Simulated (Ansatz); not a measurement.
TeAs₂⁺. The state is a doublet with charge 1. Geometry PBE-D4/def2-TZVP, basis def2-TZVP, Ansatz.

```xyz
3

As    0.668    0.942    0.768
As    0.468   -0.042   -1.305
Te   -1.136   -0.900    0.537
```

| run | HOMO (eV) | LUMO (eV) |
| --- | --- | --- |
| A | -11.17 | -9.84 |
| B | -12.85 | -8.23 |
| C | -10.81 | -9.99 |
| D | -11.52 | -9.53 |
| E | -14.20 | -7.25 |
| F | -11.79 | -9.22 |

In the def2 sets Te takes a core potential; there is no spin–orbit coupling. LC-ωPBE has ω = 0.4 bohr⁻¹. The structure comes from a short search, and lower isomers may exist.

HOMO and LUMO are taken over both spins.

The runs used CAM-B3LYP, LC-ωPBE, PBE, PBE0, r2SCAN, r2SCANh. Estimate which is which.

A r2SCAN (0 % exact exchange); B CAM-B3LYP (range-separated); C PBE (0 % exact exchange); D r2SCANh (10 % exact exchange); E LC-ωPBE (range-separated); F PBE0 (25 % exact exchange). Exact exchange lowers occupied and raises empty levels; among semilocal functionals meta-GGAs tend to open the gap a little, and such runs are hard to tell apart. The gap grows from 0.82 eV (PBE) to 6.95 eV (LC-ωPBE).
